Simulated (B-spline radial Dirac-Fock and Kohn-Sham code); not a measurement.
Calculated with a radial B-spline solver, using independent-particle photoionisation in a Dirac-Hartree-Slater potential with a Latter tail, all multipoles, thresholds from Dirac-Fock ΔSCF. Kinetic energies are from the vacuum level. Open shells are spread statistically over j, without multiplet splitting. Without correlation, outer binding energies are uncertain by a few eV, most for open f shells.

Q: A free atom or ion in its tabulated ground configuration is ionised with 4470 eV photons and gives these photoelectron lines. Identify it and assign the lines.

```
kinetic energy (eV)  relative cross section
             1953.7                    30.4
             2185.2                    42.6
             2424.0                    84.1
             2811.7                    72.7
             2862.7                   100.0
             3939.4                     8.4
             4034.2                    10.0
             4088.3                    18.6
             4244.1                    12.2
             4253.9                    16.7
             4389.9                     1.4
             4419.2                     1.4
             4426.2                     2.4
             4445.8                     1.5
             4447.2                     1.9
             4457.4                    0.16
```

A: Lu⁺, [Xe] 4f14 6s2. Binding energies are hν less the kinetic energy: 3s 2516.3 eV, 3p1/2 2284.8 eV, 3p3/2 2046.0 eV, 3d3/2 1658.3 eV, 3d5/2 1607.3 eV, 4s 530.6 eV, 4p1/2 435.8 eV, 4p3/2 381.7 eV, 4d3/2 225.9 eV, 4d5/2 216.1 eV, 5s 80.07 eV, 5p1/2 50.81 eV, 5p3/2 43.82 eV, 4f5/2 24.23 eV, 4f7/2 22.79 eV, 6s 12.60 eV.

Q: A free atom or ion in its tabulated ground configuration is ionised with 991 eV photons and gives these photoelectron lines. Identify it and assign the lines.

```csv
kinetic energy (eV),relative cross section
750.7,100.0
809.6,49.4
810.5,97.0
941.2,12.5
```

A: P³⁺, [Ne] 3s2. Binding energies are hν less the kinetic energy: 2s 240.3 eV, 2p1/2 181.4 eV, 2p3/2 180.5 eV, 3s 49.80 eV.

Q: A free atom or ion in its tabulated ground configuration is ionised with Ga Kα (9251.7 eV) photons and gives these photoelectron lines. Identify it and assign the lines.

```csv
kinetic energy (eV),relative cross section
7398.5,100.0
7549.9,28.8
7573.9,52.6
8596.5,21.7
8635.4,1.0
8640.5,1.9
```

A: Zn¹⁷⁺, [Ne] 3s2 3p1. Binding energies are hν less the kinetic energy: 2s 1853.2 eV, 2p1/2 1701.8 eV, 2p3/2 1677.8 eV, 3s 655.2 eV, 3p1/2 616.3 eV, 3p3/2 611.2 eV.
